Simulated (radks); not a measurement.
Results of a calculation; reference values are marked as such.
Problem. The table gives one normalised radial function P(r) = r R(r) of C3.5+ in [He] 2s(up 0.5, down 0) (r in bohr). Code: a radial shooting solver on a logarithmic mesh with Libxc functionals. Model: scalar-relativistic Kohn-Sham, PBE, spin-polarised, spherical densities, point nucleus.

| r | P |
|---|---|
| 0.02484 | 0.5964 |
| 0.03035 | 0.7047 |
| 0.03677 | 0.8215 |
| 0.04491 | 0.9555 |
| 0.05485 | 1.0997 |
| 0.06646 | 1.2434 |
| 0.08118 | 1.3916 |
| 0.09915 | 1.5285 |
| 0.1201 | 1.6374 |
| 0.1467 | 1.7126 |
| 0.1792 | 1.7336 |
| 0.2189 | 1.6869 |
| 0.2652 | 1.5716 |
| 0.324 | 1.3807 |
| 0.3957 | 1.1330 |
| 0.4794 | 0.8676 |
| 0.5856 | 0.5962 |
| 0.7153 | 0.3630 |
| 0.8667 | 0.1970 |
| 1.059 | 0.0879 |
| 1.293 | 0.0316 |
| 1.579 | 0.0087 |
| 1.913 | 0.0019 |
| 2.337 | 0.0003 |
| 2.854 | 0.0000 |
| 3.459 | 0.0000 |
| 4.224 | 0.0000 |

Which n and l does it have? It may be an empty orbital.

Solution. n = 1, l = 0: the number of nodes gives n - l - 1 = 0, the rise at small r (about r^(l+1)) gives l, and the extent must fit the shell. The curve is that of 1s up; the table hardly tells the two spins apart. 1s up: eigenvalue -344.79 eV, 0 radial nodes, <r> = 0.269 bohr, 90 % of the charge inside 0.482 bohr.
